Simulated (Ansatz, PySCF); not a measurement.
This singlet lies 0.55 eV below the relaxed triplet at the level frozen-core CCSD(T)/cc-pVTZ // B3LYP-D3(BJ)/def2-TZVP (Ansatz, a quantum-chemistry and plane-wave program).

B3LYP has the VWN-RPA correlation part, as in Gaussian. 

Z-matrix (Å, degrees):
```
B
H 1 1.1966
H 1 1.1966 2 116.19
Ge 1 2.1275 2 121.78 3 -174.34
O 4 1.8154 1 98.73 2 -92.93
H 5 0.9626 4 116.80 1 -0.02
```
Charge 0, multiplicity 1.

Task: Predict the dipole moment, LUMO, HOMO–LUMO gap, total energy and HOMO from B3LYP-D3(BJ)/def2-TZVP in PySCF.

Result: 
```yaml
dipole_moment: 1.65 D
LUMO: -2.73 eV
HOMO–LUMO gap: 3.32 eV
total_energy: -2178.9414 Ha
HOMO: -6.05 eV
```
